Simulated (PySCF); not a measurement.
Excitation energy of In(2+) by level of theory

In(2+) [Kr] 4d10 5s1 (2S) → In(2+) [Kr] 4d10 5d1 (2D), as a difference of total energies. Calculation: PySCF 2.14, in aug-cc-pVDZ-PP with ECP28MDF (5s4p3d, 32 functions); a scalar-relativistic core potential. The calculations carry no spin-orbit coupling.

| method | excitation energy (cm⁻¹) |
| --- | --- |
| UHF | 120320 |
| LDA | 131690 |
| PBE | 127250 |
| PBE0 | 126270 |
| r2SCAN | 127300 |
| M06 | 125930 |
| HSE06 | 126530 |
| TPSSh | 125430 |
| PBEsol | 128270 |

The promoted electron is Rydberg-like, and one or two diffuse shells describe it only roughly, which tends to raise the upper state.
